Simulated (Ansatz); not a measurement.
FHSn (SMILES [F][SnH]) moved off its minimum; all values from Ansatz (a quantum-chemistry and plane-wave program), cores frozen in correlated methods. Elements past Kr take the def2 small-core potentials, without spin–orbit coupling.
(charge 0, multiplicity 1)
```xyz
3

Sn    -0.10486    -0.15499     0.25880
H     -1.00017    -1.10367    -1.00247
F      0.62582     1.10568    -1.09881
```

Q: Give the forces (eV/Å), the total energy and the dipole at CCSD(T)/def2-TZVPPD.

A: 
```csv
atom,Fx,Fy,Fz
Sn1,0.105,0.287,-0.715
H2,0.119,0.114,0.227
F3,-0.224,-0.401,0.488
```
Energy -313.8059 hartree, dipole 3.07 D.
